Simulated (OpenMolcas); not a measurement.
# How basis sets differ on SiH2OF2 (SMILES O[SiH](F)F)

The species is SiH2OF2 (6 atoms), meant as a singlet with charge 0. As SMILES, `O[SiH](F)F`. Geometry: relaxed at PBE0-D4/def2-TZVP. This is one conformer, not always the lowest.

Each level gives the HOMO–LUMO gap (eV). The values are calculated.

```csv
level,kind,program,value (eV),CPU time
HF/ANO-RCC-MB (DKH2),Hartree–Fock,OpenMolcas,22.08,2.6 s
HF/STO-3G,Hartree–Fock,OpenMolcas,22.99,3.1 s
HF/3-21G,Hartree–Fock,OpenMolcas,20.23,3.6 s
HF/6-311+G**,Hartree–Fock,OpenMolcas,16.54,25 s
```

The values span 16.54 to 22.99 eV. A Hartree–Fock LUMO above zero doesn't converge with the basis: it sinks as sets grow more diffuse. Orbital gaps aren't excitation energies. Times are those of the runs behind each value, whatever else they computed, on shared processors of several kinds: orders of magnitude only.
